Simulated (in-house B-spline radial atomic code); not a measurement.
Response of Cu⁺ as one setting changes: the share of exact exchange in a PBE hybrid. A dash marks a strongly mixed or unbound state. Computed with an all-electron radial atomic-structure program (B-spline basis): linear response of the closed shell [Ar] 3d10 with the functional's adiabatic kernel; scalar-relativistic (spin-free one-electron X2C), finite nucleus, no spin-orbit coupling, no double excitations, S, P, D and F terms only. Only terms of natural parity with L up to 3 were computed.

```
share of exact exchange in a PBE hybrid  lowest 1P (eV)  lowest 3P, Tamm-Dancoff (eV)  minus highest occupied level (eV)  α (bohr³)
                                      0   3d → 4p 7.594                 3d → 4p 6.714                             13.659      8.353
                                    0.1               ?                             ?                                  ?          ?
                                    0.2   3d → 4p 8.318                 3d → 4p 7.398                             15.391       7.44
                                    0.3   3d → 4p 8.686                 3d → 4p 7.747                             16.279      7.043
                                    0.4   3d → 4p 9.060                 3d → 4p 8.101                             17.182       6.68
                                    0.5   3d → 4p 9.439                 3d → 4p 8.459                             18.098      6.347
                                    0.6               ?                             ?                                  ?          ?
                                    0.7  3d → 4p 10.209                 3d → 4p 9.190                             19.972      5.759
                                    0.8  3d → 4p 10.600                 3d → 4p 9.561                             20.929      5.499
                                    0.9  3d → 4p 10.995                 3d → 4p 9.936                             21.899      5.258
                                      1  3d → 4p 11.395                3d → 4p 10.316                             22.881      5.035
```

Q: What belongs in the row for 0.1?

A: lowest 1P (eV): 3d → 4p 7.953; lowest 3P, Tamm-Dancoff (eV): 3d → 4p 7.053; minus highest occupied level (eV): 14.517; α (bohr³): 7.875.

Q: What belongs in the row for 0.6?

A: lowest 1P (eV): 3d → 4p 9.821; lowest 3P, Tamm-Dancoff (eV): 3d → 4p 8.822; minus highest occupied level (eV): 19.029; α (bohr³): 6.041.
